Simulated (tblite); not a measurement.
Species: C7H10N (doublet state).
Z-matrix (Å and degrees, GFN2-xTB geometry), rows numbered from 1:
```
C 
N   1  1.2503
C   2  1.4305  1  120.56
C   3  1.5514  2  110.53  1  -127.33
C   4  1.4841  3  105.33  2  -138.35
C   5  1.4407  4  110.72  3    20.65
C   6  1.5276  5  116.21  4    49.69
C   7  1.4884  6   60.57  5   -94.66
H   1  1.0977  2  124.37  3     0.54
H   1  1.0801  2  118.61  3  -179.42
H   3  1.1060  2  111.89  1    -4.22
H   4  1.0980  3  108.17  2   -18.48
H   4  1.0924  3  111.88  2    98.93
H   5  1.0714  4  123.94  3  -152.50
H   6  1.0809  5  119.97  4  -158.65
H   7  1.0773  6  117.95  8   108.42
H   7  1.0793  6  117.14  8  -108.17
H   8  1.0803  3  117.28  2   -86.47
```

All values are computed: GFN2-xTB (tblite) harmonic vibrations without scaling, gas phase. Errors from tens to a few hundred cm⁻¹ against measured bands are possible. One conformer, not necessarily the lowest. Open shells enter through the occupations alone, without spin polarisation, and single modes of such species can be off by tens of per cent.

Harmonic wavenumbers (cm⁻¹): 80.5, 98.4, 225.8, 294.6, 323.6, 372.2, 425.4, 461.4, 625.6, 673.3, 710.2, 818.0, 838.2, 883.1, 903.7, 962.8, 980.4, 981.9, 1010.5, 1015.4, 1034.3, 1043.7, 1059.5, 1078.4, 1098.7, 1124.9, 1187.8, 1191.4, 1245.8, 1258.2, 1285.4, 1310.1, 1336.3, 1353.7, 1422.2, 1442.2, 1461.9, 1746.5, 2787.0, 2851.3, 2872.1, 2958.3, 3056.9, 3066.0, 3072.7, 3088.5, 3122.2, 3160.3.

A = 4310, B = 1705, C = 1401 MHz; mass 108.081 u (most abundant isotopes); point group C1, symmetry number 1; spin multiplicity 2.

Problem. Zero-point energy?

Solution. ½Σν̃ = 32701 cm⁻¹ = 93.50 kcal/mol.

Problem. Give the ideal-gas entropy at 200 K and 1 bar in the rigid-rotor, harmonic-oscillator model (classical rotation).

Solution. Translation 37.99, rotation 26.65, vibration 10.37, spin (R ln 2) 1.38: S = 76.4 cal/(mol K).

Problem. And Cp and H(200 K) − H(0)?

Solution. Cp = 21.69 cal/(mol K), of which vibrations give 13.74 (their classical limit is 48 R = 95.4); H(200 K) − H(0) = 2.81 kcal/mol without the zero-point energy, 1.22 from vibrations.

Problem. What must be added to the electronic energy to get the Gibbs energy at 200 K and 1 bar?

Solution. ZPE + [H(200 K) − H(0)] − T·S = 93.50 + 2.81 − 15.28 = 81.03 kcal/mol.

Problem. How do the functions run with temperature in this model?

Solution. 
```json
{"T (K)": "150", "S (cal/(mol K))": "70.8", "Cp (cal/(mol K))": "17.5", "H − H(0) (kcal/mol)": "1.83", "G − H(0) (kcal/mol)": "-8.79", "ln q(vib)": "1.41"}
{"T (K)": "250", "S (cal/(mol K))": "81.7", "Cp (cal/(mol K))": "26.5", "H − H(0) (kcal/mol)": "4.01", "G − H(0) (kcal/mol)": "-16.42", "ln q(vib)": "2.94"}
{"T (K)": "298.15", "S (cal/(mol K))": "86.8", "Cp (cal/(mol K))": "31.6", "H − H(0) (kcal/mol)": "5.41", "G − H(0) (kcal/mol)": "-20.48", "ln q(vib)": "3.75"}
{"T (K)": "400", "S (cal/(mol K))": "97.6", "Cp (cal/(mol K))": "42.2", "H − H(0) (kcal/mol)": "9.17", "G − H(0) (kcal/mol)": "-29.87", "ln q(vib)": "5.59"}
{"T (K)": "600", "S (cal/(mol K))": "118.0", "Cp (cal/(mol K))": "58.4", "H − H(0) (kcal/mol)": "19.34", "G − H(0) (kcal/mol)": "-51.46", "ln q(vib)": "9.54"}
{"T (K)": "900", "S (cal/(mol K))": "144.8", "Cp (cal/(mol K))": "73.4", "H − H(0) (kcal/mol)": "39.33", "G − H(0) (kcal/mol)": "-91.00", "ln q(vib)": "15.64"}
```

q(vib) and H(0) count from the zero-point level.

Problem. Which modes carry the vibrational entropy at 200 K?

Solution. 80.5 cm⁻¹: 3.10; 98.4 cm⁻¹: 2.71; 225.8 cm⁻¹: 1.23; 294.6 cm⁻¹: 0.83; 323.6 cm⁻¹: 0.70; 372.2 cm⁻¹: 0.53 cal/(mol K); the other 42 give 1.26 together.

Hindered rotation and anharmonicity are outside this model. Other conformers, if any are populated, would add a mixing term that is left out. The structure is chiral; the term R ln 2 for an equal mix with its mirror image is left out.
